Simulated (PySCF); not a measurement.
All of these have the formula C8H10Ge. Computed with PySCF 2.14.0, density-fitted response routines, TDDFT B3LYP/def2-SVPD, vertical, gas phase, core orbitals frozen in the response. Geometries: PBE0-D3(BJ)/def2-SVP; one conformer of each isolated species. Triplets are in the Tamm–Dancoff approximation. Relativistic effects are left out although some hold elements past zinc.

A. `C1(C=[CH][Ge@H]([C]#CC)[CH]=1)C`
B. `C#C[C]1=C(CC)C=[CH][GeH2]1`
C. `C=Cc1ccc[c]([GeH3])c1`
D. `C=CCC#CCC#[C][GeH3]`

Lowest singlet levels (six at most, fewer where fewer were computed) with oscillator strengths:

1. 3.77 eV (f 0.162); 4.14 eV (f 0.001); 5.31 eV (f 0.000); 5.51 eV (f 0.016); 5.59 eV (f 0.011); 5.64 eV (f 0.006); T1 2.29 eV
2. 4.67 eV (f 0.107); 4.86 eV (f 0.190); 5.70 eV (f 0.426); 5.95 eV (f 0.001); 6.02 eV (f 0.002); 6.19 eV (f 0.075); T1 3.13 eV
3. 5.84 eV (f 0.002); 6.02 eV (f 0.002); 6.09 eV (f 0.050); 6.16 eV (f 0.004); 6.20 eV (f 0.065); 6.44 eV (f 0.012); T1 4.44 eV
4. 4.35 eV (f 0.040); 4.87 eV (f 0.006); 5.00 eV (f 0.009); 5.58 eV (f 0.013); 5.83 eV (f 0.003); 5.89 eV (f 0.002); T1 2.79 eV

Question: Match each spectrum to its molecule.

Answer: 1 = B, 2 = C, 3 = D, 4 = A.
- A: S1 at 4.35 eV, HOMO→LUMO (96%); Löwdin shares by element: HOMO carbon 83% or more (atoms not listed hold the other 17%); LUMO carbon 73% or more (atoms not listed hold the other 27%); HOMO -6.35 and LUMO -1.45 eV.
- B: S1 at 3.77 eV, HOMO→LUMO (96%); Löwdin shares by element: HOMO carbon 68% or more (atoms not listed hold the other 32%); LUMO carbon 63% or more (atoms not listed hold the other 37%); HOMO -6.11 and LUMO -1.98 eV.
- C: S1 at 4.67 eV, HOMO→LUMO (38%), HOMO→LUMO+1 (33%), HOMO-1→LUMO (26%); Löwdin shares by element: HOMO carbon 65% or more (atoms not listed hold the other 35%); LUMO carbon 56% or more (atoms not listed hold the other 44%); HOMO -6.49 and LUMO -1.50 eV.
- D: S1 at 5.84 eV, HOMO→LUMO (57%), HOMO→LUMO+1 (11%); Löwdin shares by element: HOMO carbon 65% or more (atoms not listed hold the other 35%); LUMO carbon 59% or more (atoms not listed hold the other 41%); HOMO -7.10 and LUMO -0.28 eV.
